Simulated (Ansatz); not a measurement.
Gas-phase electronic energies from Ansatz, PBE0-D4/def2-TZVP geometries. CBS: MP2 limit from def2 TZ/QZ plus the TZ coupled-cluster correction, frozen cores. DFT in def2-TZVPP. For Ge outer-core shells are correlated without core-valence functions, which leaves a few kJ/mol of doubt a bond. Scalar relativity is left out up to krypton. Each species was taken in one conformer, which may not be the lowest.

`[OH][GeH2][SiH2][SiH3]` + `[SiH3][SiH2][SiH2][GeH3]` → `[SiH3][SiH2][SiH2][SiH2][GeH3]` + `[OH][GeH2][SiH3]`  (formal exchange of groups at the Si–Si bond)

(1) Is it downhill or uphill in electronic energy at CCSD(T)/CBS, and by how much? (Estimate.)

(2) What do these levels give: LDA (SPW92), PBE-D4, r2SCANh-D4, r2SCAN0-D4, ωB97X-V, ωB97M-V, r2SCAN, PBE0, RPA@PBE/def2-TZVPP, HF/def2-SVP, SCS-MP2/def2-TZVPP, MP2/def2-QZVPP? (Best estimate.)

Largest T1 diagnostic among the species: 0.013.

Results:

(1) The calculation gave: Nearly level: ΔE = -0.02 eV.

(2) The calculation gave: LDA (SPW92) -0.02, PBE-D4 -0.02, r2SCANh-D4 -0.01, r2SCAN0-D4 -0.01, ωB97X-V -0.02, ωB97M-V -0.02, r2SCAN 0.00, PBE0 0.01, RPA@PBE/def2-TZVPP -0.01, HF/def2-SVP 0.02, SCS-MP2/def2-TZVPP -0.01, MP2/def2-QZVPP -0.02 eV.

Leaving LDA and LC-ωPBE aside and taking each functional with its dispersion term where it has one, the values, not all of them listed here, spread over 0.03 eV, from BHLYP-D4 to B2PLYP. The D4 term adds −0.05 eV with B3LYP and −0.03 eV with PBE0; it sums over pairs of atoms, weighted by their polarisabilities, and B3LYP, whose exchange is more repulsive, gets the larger term. In def2-TZVPP, CCSD(T) changes the Hartree–Fock value by −0.04 eV (the triples alone add −0.01 eV) and MP2 by −0.05 eV.

B3LYP here is the variant with VWN-RPA as its local correlation; programs differ in this.
